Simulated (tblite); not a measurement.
A tight-binding relaxation on `[NH3+][GaH2-][CH2]SCC1CC1`.

Computed with GFN2-xTB geometry optimisation, gas phase (tblite 0.8.0). Start geometry: from a force field or distance geometry. A driver script takes a list of jobs; this job's settings line and coordinates (Å) are shown.

Command:
```bash
OMP_NUM_THREADS=1 python probes_run.py task.json out
```

Input:
```
{"job": {"kind": "relax", "xc": "GFN2-xTB", "basis": "xTB"}, "charge": 0, "multiplicity": 1}
N     -3.739800     0.801500     0.152100
Ga    -2.437500    -0.572600     0.025700
C     -0.827100    -0.098700     1.195400
S      0.516100    -1.258800     0.912300
C      1.263900    -1.219300    -0.681700
C      2.128400    -0.043000    -1.021500
C      3.411400     0.232400    -0.216100
C      2.192800     1.078300     0.020300
H     -3.558300     1.415500     0.964900
H     -3.781300     1.377500    -0.721300
H     -4.710300     0.393500     0.249400
H     -3.126600    -1.949100     0.538500
H     -2.025600    -0.672200    -1.498000
H     -0.603400     0.935200     0.944200
H     -1.225900    -0.213800     2.237500
H      1.943300    -2.119700    -0.782500
H      0.540200    -1.363800    -1.525600
H      2.268900     0.235400    -2.087100
H      3.631000    -0.581000     0.513100
H      4.270400     0.722500    -0.705700
H      2.173600     2.132100    -0.301600
H      1.685400     0.787600     0.985200
```

Output:
```
step      E/eV     max force
  0    -683.11519    3.034
  1    -683.67966    2.123
  2    -683.93400    1.246
  3    -684.01663    0.737
  4    -684.08396    0.621
  5    -684.13601    0.483
  6    -684.17569    0.445
  7    -684.19735    0.363
  8    -684.21629    0.391
  9    -684.23177    0.278
... (233 lines left out)
243    -684.63679    0.032
244    -684.63694    0.028
245    -684.63711    0.025
246    -684.63725    0.018
247    -684.63735    0.018
248    -684.63741    0.016
249    -684.63747    0.015
250    -684.63751    0.013
251    -684.63755    0.011
252    -684.63757    0.009
```

«max force» is the largest atomic force in eV/Å.

Task: From which step on does the largest force stay under 0.1 eV/Å, and how much energy is left to gain from there?

Result: From step 222 (0.071 eV/Å), 7.4 meV above the end.

Summary of the converged run: energy lowered by 35.1 kcal/mol over 252 steps; largest atomic force 0.009 eV/Å at the end.

Task: Give the final coordinates.

Result: 1.186 Å rms from the input after alignment:
```
atom  x, y, z in Å
N1    -3.8365    0.3774   -0.2674
Ga2   -1.8250   -0.4337   -0.3352
C3    -1.0049    0.4368    1.2930
S4     0.3478   -0.6361    1.9036
C5     1.1433   -1.0952    0.3289
C6     1.6867    0.0919   -0.4093
C7     2.9722   -0.0345   -1.1727
C8     2.9268    0.7686    0.0906
H9    -4.2996    0.0958    0.5965
H10   -3.8745    1.3940   -0.3298
H11   -4.3719   -0.0065   -1.0451
H12   -2.2701   -1.9140   -0.2119
H13   -1.4794    0.0403   -1.7725
H14   -0.5903    1.4463    1.1778
H15   -1.7001    0.4788    2.1417
H16    1.9373   -1.7890    0.6062
H17    0.3896   -1.6261   -0.2820
H18    0.9122    0.7224   -0.8444
H19    3.4798   -0.9873   -1.1541
H20    3.0612    0.4859   -2.1140
H21    2.9900    1.8441    0.0244
H22    3.3950    0.3594    0.9734
```

Hardware: Arm Neoverse N1, one thread, shared host. Cost: 4.0 s of wall time.
Labels such as C1 count atoms from 1, the log's own numbers from 0.
